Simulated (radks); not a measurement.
Species: Dy XIV. Configuration: [Kr] 4d10 4f6 5s1 (the NIST ground configuration). Calculated with a radial shooting solver on a logarithmic mesh with Libxc functionals: scalar-relativistic Kohn-Sham, LDA (Slater exchange, VWN5 correlation), spin-polarised, spherical densities, finite nucleus; open shells are filled with parallel spins first (spin-orbit coupling, left out, can overturn this in heavy ions); Fermi nuclear charge, rms radius 5.2218 fm.

Radial electron density D(r) = 4 pi r^2 rho(r):

r (bohr),D(r) (e/bohr),spin D(r)
0.001475,8.679,0.00611
0.001936,13.15,0.00918
0.002521,19.33,0.0133
0.003283,27.76,0.0188
0.004309,39.02,0.0258
0.00561,52.17,0.0330
0.007306,66.30,0.0391
0.009589,79.33,0.0411
0.01249,87.18,0.0353
0.01626,87.82,0.0204
0.02134,82.30,0.000995
0.02779,78.12,-0.00599
0.03618,84.53,0.0175
0.0475,103.2,0.0680
0.06185,117.4,0.0899
0.08053,110.5,0.0450
0.1057,92.01,0.0580
0.1376,93.01,0.409
0.1792,104.5,1.25
0.2352,85.07,2.87
0.3063,50.99,5.75
0.3989,47.34,9.04
0.5236,52.50,9.83
0.6817,35.24,7.90
0.8877,14.39,5.46
1.165,4.081,2.77
1.517,0.8307,0.746
1.976,0.07830,0.0765
2.593,0.001944,0.00194

D(r) has 4 maxima, at r = 0.0145, 0.0654, 0.181, 0.495 bohr, and minima at 0.0280, 0.119, 0.357 bohr, inside which lie 1.94, 11.16, 29.51 electrons.
